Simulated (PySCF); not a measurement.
# Hg⁺: excitation energy

Hg⁺ [Xe] 4f14 5d10 6s1 (2S) → Hg⁺ [Xe] 4f14 5d9 6s1 6p1 (high-spin determinant), as a difference of total energies. All numbers are calculated (PySCF 2.14, scalar relativity through the core potential, in def2-QZVPPD with the def2 core potential (60 electrons)). Correlated levels: valence: 5s2 5p6 frozen; valence and next inner shell: nothing frozen outside the core potential. The calculations carry no spin-orbit coupling.

```tsv
method	excitation energy (eV)
UHF	10.193
LDA	11.752
PBE	11.548
PBE0	11.419
r2SCAN	11.352
TPSSh	11.380
M06-L	12.053
BLYP	11.577
B97-3	11.715
MP2 (valence)	11.865
SCS-MP2 (valence)	11.854
MP2 (valence and next inner shell)	11.656
SCS-MP2 (valence and next inner shell)	11.601
```

Task: How much does correlation contribute at MP2 (valence and next inner shell)?

Result: 11.656 − (10.193) = 1.463 eV, measured against UHF.

The determinant of the upper state mixes LS terms, which raises its energy above the lowest term, most at the Hartree-Fock and MP2 levels.
